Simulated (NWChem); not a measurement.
C4H3N2, doublet; SMILES c1ccn[c]n1

```xyz
9

C      0.0000     0.0000    -1.3242
N     -1.1843     0.0000    -0.7809
C     -1.1891     0.0000     0.5568
C      0.0000     0.0000     1.2848
C      1.1891     0.0000     0.5568
N      1.1843     0.0000    -0.7809
H     -2.1653     0.0000     1.0551
H      0.0000     0.0000     2.3760
H      2.1653     0.0000     1.0551
```
Atoms are numbered in this order, from 1.

Program: NWChem. Spin-unrestricted. Medium grid unless said otherwise, to which SCAN and Minnesota functionals are sensitive. In the optimisation the excess spin sits in a1 (C2v, its own frame). Structure relaxed at the PBE0/def2-SVP, spin-unrestricted level. No frequency run checked for a minimum. No stability test was run on the SCF state. B3LYP is NWChem's, with the RPA form of VWN correlation. Total energies of different functionals are on different scales.

```
level                                 energy (Ha)  highest occupied level (eV)  lowest empty minus highest occupied level, either spin (eV)  dipole (D)   <S²>  relative time
------------------------------------  -----------  ---------------------------  -----------------------------------------------------------  ----------  -----  -------------
B3LYP/def2-SVP                          -263.4481                        -6.25                                                         4.22        3.45  0.755              1
PBE/def2-SVP                            -263.1359                        -4.93                                                         2.16        3.42  0.754              1
LRC-wPBEh/def2-SVP                      -263.1822                        -8.54                                                         8.65        3.52  0.757              5
SCAN/def2-SVP                           -263.3285                        -5.66                                                         3.21        3.46  0.765              2
PW6B95/def2-SVP                         -263.7806                        -6.65                                                         4.88        3.47  0.755              1
LDA (Slater exchange, VWN5)/def2-SVP    -261.1723                        -4.83                                                         1.63        3.57  0.753              1
M05-2X/def2-SVP                         -263.4009                        -8.05                                                         7.27        3.64  0.757              1
N12/def2-SVP                            -263.4513                        -4.83                                                         2.23        3.37  0.758              1
M06-L/def2-SVP                          -263.4152                        -5.35                                                         2.92        3.39  0.757              2
HCTH/407/def2-SVP                       -263.4070                        -5.21                                                         2.37        3.35  0.758              1
```

The last column is a rough cost ratio, cheapest run = 1.
